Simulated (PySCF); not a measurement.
Electron correlation in Ag(2+) (silver, charge +2)

[Kr] 4d8 5s1, high-spin 4F determinant (an excited configuration). Computed with PySCF 2.14 in def2-TZVPPD with the def2 core potential (28 electrons) (6s4p3d2f1g, 56 functions), with scalar relativity through the core potential. Frozen: 4s2 4p6; 9 electrons correlated.

```tsv
level	correlation energy (mhartree)
CCSD	-239.94
(T)	-5.50
CCSD(T)	-245.44
```

Diagnostics: T1 = 0.0050, D1 = 0.0201, largest double amplitude 0.018.

Cost of the coupled-cluster step: 4.2 s of wall time on 1 thread of Neoverse-V1 (shared host), for 9 correlated electrons.
